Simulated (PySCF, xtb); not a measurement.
GeHI₃, SMILES [GeH]([I])([I])[I].

Harmonic wavenumbers (cm⁻¹) from GFN2-xTB (xtb) at its own minimum, in rising order: 64, 64, 91, 202, 283, 283, 628, 628, 1721.

Q: What does PBE-D3(BJ)/def2-SVP in PySCF give at its own minimum? (Estimate from the structure and the level; the computed values follow.)

A: 62, 62, 91, 199, 258, 258, 630, 630, 2072. Paired by order, the mean absolute difference is 46 cm⁻¹ and the zero-point energies are 5.7 and 6.1 kcal/mol.
